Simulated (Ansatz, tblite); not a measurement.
Forces on (LiF)4 ring (Li₄F₄) at its PBE-D4/def2-SVP geometry. The state is a singlet with charge 0.

The xTB rows come from tblite.

GFN1-xTB (tblite), largest force 0.37 eV/Å:

```xyz
8
positions Å, forces eV/Å
Li    1.732   -0.315   -1.235   -0.298    0.055    0.213
F     0.864   -1.756   -1.113   -0.040    0.081    0.051
Li   -0.565   -2.052   -0.266    0.097    0.354    0.046
F    -1.703   -1.289    0.717    0.079    0.059   -0.033
Li   -1.732    0.316    1.234    0.299   -0.055   -0.213
F    -0.864    1.756    1.113    0.040   -0.081   -0.051
Li    0.566    2.052    0.268   -0.097   -0.353   -0.047
F     1.703    1.289   -0.717   -0.079   -0.059    0.033
```

GFN2-xTB (tblite), largest force 0.20 eV/Å:

```
Li -0.123 0.023 0.088
F -0.078 0.159 0.101
Li 0.040 0.146 0.019
F 0.155 0.116 -0.065
Li 0.123 -0.023 -0.088
F 0.079 -0.159 -0.101
Li -0.040 -0.146 -0.019
F -0.155 -0.116 0.065
```

ωB97M-V/def2-TZVP (Ansatz), largest force 0.13 eV/Å:

```
Li 0.083 -0.015 -0.059
F 0.050 -0.103 -0.065
Li -0.027 -0.099 -0.013
F -0.099 -0.076 0.041
Li -0.083 0.015 0.059
F -0.050 0.103 0.065
Li 0.027 0.099 0.013
F 0.099 0.076 -0.042
```
